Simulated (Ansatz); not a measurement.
Basis-set extrapolation for C2H9BSSi (PBE0-D4/def2-TZVP geometry, frozen core, Ansatz 0.2.0). Multiplicity 1, RHF reference.

```tsv
	def2-TZVPP	def2-QZVPP
HF	-792.155035	-792.180160
MP2 correlation	-0.775772	-0.829225
CCSD(T) correlation	-0.878785	not run
```

Energies in hartree. Use E(X) = E(∞) + A·exp(−7.88·√X) for Hartree–Fock and E(X) = E(∞) + B·X^(−2.97) for correlation, with X = 3 and 4, and add CCSD(T) minus MP2 of the smaller set to the MP2 limit.

Task: What is the CCSD(T) energy at the basis-set limit?

Result: HF limit: -792.180160 + (-0.025125) × 0.13774 = -792.18362. MP2 limit: -0.829225 + (-0.053453) × 0.74074 = -0.86882. Higher-order term: -0.878785 − (-0.775772) = -0.10301. Total: -793.15545 hartree, 319.3 kJ/mol below CCSD(T)/def2-TZVPP.
